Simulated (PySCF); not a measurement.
A GIAO shielding run with PySCF 2.14.0 with density-fitted response routines (density fitting, non-relativistic, gas phase) on `C[SiH2]N([SiH3])[SiH2]/C=C\C#N`, C4H12N2Si3:

```
$ OMP_NUM_THREADS=1 python probes_run.py task.json out

{"job": {"kind": "nmr", "xc": "PBE0", "basis": "pcSseg-1"}, "charge": 0, "multiplicity": 1}
C      2.906219    -1.027600    -0.575117
Si     2.287442     0.319255     0.595461
N      0.556324     0.540349     0.441741
Si    -0.233524     1.707439     1.476837
Si    -0.363839    -0.412930    -0.688112
C     -2.100590     0.315127    -0.760207
C     -3.215162    -0.292526    -0.353956
C     -3.237834    -1.586977     0.198112
N     -3.304531    -2.637300     0.655725
H      2.763293    -0.754084    -1.615314
H      3.967122    -1.197757    -0.423310
H      2.391789    -1.968045    -0.408115
H      2.573819    -0.058467     1.984949
H      2.930903     1.600796     0.272766
H     -0.697044     2.833086     0.658496
H     -1.369266     1.063854     2.138381
H      0.750775     2.169092     2.449316
H      0.192227    -0.270930    -2.041120
H     -0.409428    -1.812679    -0.266326
H     -2.204033     1.312339    -1.168318
H     -4.193584     0.174901    -0.417657
```

Hardware: 1 thread of an Intel Xeon, shared host. The job also computes population analyses, field gradients.

Problem. How large is the calculation?

Solution. 92 electrons, 234 basis functions and 1275 auxiliary functions.

Problem. How long does it take, and how much memory does it need?

Solution. 74 s of wall time, with 14 SCF cycles and 5 response iterations; peak memory 1.1 GiB. Times on a shared host scatter by some tens of per cent.
